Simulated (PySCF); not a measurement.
C₅H₈O₂.
Atom-mapped SMILES: `[CH2:1]=[C:2]([O:3][CH3:4])[C:5]([CH3:6])=[O:7]` (hydrogens: H8, H9 on C1; H10, H11, H12 on C4; H13, H14, H15 on C6)

The same species was optimised twice, with GFN2-xTB and with PBE0-D3(BJ)/def2-SVP (PySCF), and the same property calculations (PySCF, gas phase) were run on both structures.

```csv
coordinate,GFN2-xTB,PBE0-D3(BJ)/def2-SVP,change
C2–O3 (Å),1.361,1.348,-0.013
C2–C5 (Å),1.496,1.507,+0.011
O3–C4 (Å),1.408,1.400,-0.008
C1=C2 (Å),1.335,1.341,+0.006
C5–C6 (Å),1.501,1.503,+0.002
C5=O7 (Å),1.208,1.209,+0.001
C2–C5–C6 (°),115.0,116.6,+1.6
C2–C5–O7 (°),121.5,120.6,-0.9
O3–C2–C5 (°),113.2,112.4,-0.8
C6–C5–O7 (°),123.4,122.8,-0.6
C1–C2–C5 (°),119.9,120.4,+0.5
C2–O3–C4 (°),117.3,117.6,+0.3
C1–C2–O3 (°),126.9,127.2,+0.3
C1–C2–O3–C4 (°),0,0,0
C1–C2–C5–C6 (°),180,179,-1
```

Rotational constants: A = 4698, B = 2042, C = 1449 MHz (GFN2-xTB) against A = 4662, B = 2041, C = 1445 MHz (PBE0-D3(BJ)/def2-SVP). Point groups within 0.08 Å: Cs and Cs.

On the GFN2-xTB structure: lowest singlet, TDDFT (eV) 4.02 [wB97X-D/def2-SVPD]; lowest triplet, Tamm–Dancoff (eV) 3.40 [wB97X-D/def2-SVPD]; isotropic polarisability (au) 68.5 [wB97X-D/def2-SVPD]; HOMO (eV) -9.01 [wB97X-D/def2-SVPD]; LUMO (eV) 0.34 [wB97X-D/def2-SVPD]; dipole (D) 3.66 [wB97X-D/def2-SVPD]; HOMO (eV) -7.10 [PBE0/pcSseg-1]; LUMO (eV) -1.34 [PBE0/pcSseg-1]; dipole (D) 3.65 [PBE0/pcSseg-1]; GIAO shielding of C1 (ppm) 91.5 [PBE0/pcSseg-1]; GIAO shielding of C2 (ppm) 20.5 [PBE0/pcSseg-1]; GIAO shielding of O3 (ppm) 223.4 [PBE0/pcSseg-1]; GIAO shielding of C4 (ppm) 130.5 [PBE0/pcSseg-1]; GIAO shielding of C5 (ppm) -12.2 [PBE0/pcSseg-1]; GIAO shielding of C6 (ppm) 157.9 [PBE0/pcSseg-1]; GIAO shielding of O7 (ppm) -302.2 [PBE0/pcSseg-1].

Task: What do these properties become on the PBE0-D3(BJ)/def2-SVP structure?

Result: 
```csv
property,level,on GFN2-xTB,on PBE0-D3(BJ)/def2-SVP,change
"lowest singlet, TDDFT (eV)",wB97X-D/def2-SVPD,4.02,4.03,+0.01
"lowest triplet, Tamm–Dancoff (eV)",wB97X-D/def2-SVPD,3.40,3.37,-0.03
isotropic polarisability (au),wB97X-D/def2-SVPD,68.5,69.3,+0.8
HOMO (eV),wB97X-D/def2-SVPD,-9.01,-8.96,+0.05
LUMO (eV),wB97X-D/def2-SVPD,0.34,0.35,+0.01
dipole (D),wB97X-D/def2-SVPD,3.66,3.64,-0.02
"energy, GFN2-xTB geometry as zero (kcal/mol)",wB97X-D/def2-SVPD,0.0,-0.7,-0.7
HOMO (eV),PBE0/pcSseg-1,-7.10,-7.05,+0.05
LUMO (eV),PBE0/pcSseg-1,-1.34,-1.33,+0.01
dipole (D),PBE0/pcSseg-1,3.65,3.63,-0.02
"energy, GFN2-xTB geometry as zero (kcal/mol)",PBE0/pcSseg-1,0.0,-0.4,-0.4
GIAO shielding of C1 (ppm),PBE0/pcSseg-1,91.5,91.3,-0.2
GIAO shielding of C2 (ppm),PBE0/pcSseg-1,20.5,20.2,-0.3
GIAO shielding of O3 (ppm),PBE0/pcSseg-1,223.4,223.8,+0.4
GIAO shielding of C4 (ppm),PBE0/pcSseg-1,130.5,130.0,-0.5
GIAO shielding of C5 (ppm),PBE0/pcSseg-1,-12.2,-12.7,-0.5
GIAO shielding of C6 (ppm),PBE0/pcSseg-1,157.9,156.4,-1.5
GIAO shielding of O7 (ppm),PBE0/pcSseg-1,-302.2,-308.5,-6.3
```

The heavy atoms differ by 0.016 Å rms after alignment. Among bonds between heavy atoms C2–O3 changes most (-0.013 Å). Changes are differences of the printed values. Neither structure is proved a minimum here.

The values belong to the conformer `[CH2:1]=[C:2]([O:3][CH3:4])[C:5]([CH3:6])=[O:7]`: C1–C2–O3–C4 0°, C1–C2–C5–C6 179°.

wB97X-D is run here without its empirical dispersion term; that term would change no orbital, density or response property at a fixed geometry.
